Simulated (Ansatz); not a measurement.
`BB(C)O` + H₂ → `BBC` + H₂O at 298.15 K and 1 bar (hydrogenolysis of a B–O bond).

Computed with Ansatz on PBE0-D4/def2-TZVP structures; ΔE is electronic, products minus reactants. CCSD(T)/CBS is the MP2 limit (def2-TZVPP, def2-QZVPP) plus CCSD(T) − MP2 in def2-TZVPP, frozen cores. This one scheme is used for every species. One conformer a species, not always the lowest.

```csv
species,CCSD(T)/CBS energy (Eh),H − E (kJ/mol),S (J/(mol·K))
`BB(C)O`,-166.44417,216.1,315.3
H₂,-1.17544,35.1,130.4
`BBC`,-91.20122,193.6,291.4
H₂O,-76.37941,66.4,188.7
```

H − E and S are ideal-gas, rigid-rotor, harmonic terms from PBE0-D4/def2-TZVP, for one conformer and one mirror image of each species. The MP2-based limit puts H₂ 0.8 mEh under its directly extrapolated value; such offsets cancel only in part. 1 Eh = 2625.50 kJ/mol, R = 8.31446 J/(mol·K).

**Question.** By hand: ΔE, ΔH, ΔS and ΔG.

**Answer.** ΔE = (-91.20122) + (-76.37941) − (-166.44417) − (-1.17544) = 0.03898 Eh = 102.3 kJ/mol. Δ(H − E) = 193.6 + 66.4 − 216.1 − 35.1 = 8.8, so ΔH = 111.1 kJ/mol. ΔS = 291.4 + 188.7 − 315.3 − 130.4 = 34.4 J/(mol·K). ΔG = 111.1 − 298.15 × (34.4)/1000 = 100.8 kJ/mol.

**Question.** By hand: the equilibrium constant, and the temperature at which ΔG would vanish if ΔH and ΔS stayed fixed.

**Answer.** log₁₀ K = −ΔG/(RT ln 10) = -17.7. ΔG = 0 at ΔH/ΔS = 3230 K, far beyond where these terms or the molecules hold.

ΔH outweighs TΔS. A doubt of 5 kJ/mol in ΔE shifts log₁₀ K by 0.9 here. Other conformers and mirror images would add mixing entropy, several J/(mol·K) or more a flexible species. Modes under 60 cm⁻¹, often nearly free rotors, make the harmonic entropy too high. These are equilibria of isolated gas molecules and say nothing of rates. Largest T1 diagnostic: 0.012 (customary marks: 0.02 for closed shells, 0.045 for open ones).
